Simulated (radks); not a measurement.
Q: Dy4+, configuration [Xe] 4f8. Method: Dirac Kohn-Sham, PBE, spin-unpolarised, spherical densities, finite nucleus; open shells fill j = l - 1/2 first; Fermi nuclear charge, rms radius 5.2218 fm; computed with a radial shooting solver on a logarithmic mesh with Libxc functionals. Some entries of the table are withheld. Estimate them.

orbital,occ.,eigenvalue (hartree),<r> (bohr),<1/r> (bohr^-1)
1s1/2,2,-1971.357,0.02112,74.55
2s1/2,2,-329.7699,0.08923,17.86
2p1/2,2,-313.7440,0.07438,17.84
2p3/2,4,-284.3414,0.08144,15.62
3s1/2,2,-74.99972,0.2341,6.524
3p1/2,2,-68.00378,0.2238,6.439
3p3/2,4,-61.89930,0.2372,5.875
3d3/2,4,-49.86542,0.2097,5.756
3d5/2,6,-48.53298,0.2138,5.617
4s1/2,2,(1),0.5286,2.734
4p1/2,2,-13.67575,0.5387,2.628
4p3/2,4,-12.30084,0.5687,2.435
4d3/2,4,-7.74182,(2),2.220
4d5/2,6,-7.49084,(3),2.173
5s1/2,2,(4),1.247,1.072
5p1/2,2,-2.69263,1.370,0.9644
5p3/2,4,-2.48457,1.450,0.9009
4f5/2,6,-2.03412,0.7584,1.686
4f7/2,2,-1.99696,0.7674,1.667

A: 
(1) 4s1/2 eigenvalue (hartree): -16.44008
(2) 4d3/2 <r> (bohr): 0.5988
(3) 4d5/2 <r> (bohr): 0.6093
(4) 5s1/2 eigenvalue (hartree): -3.49125
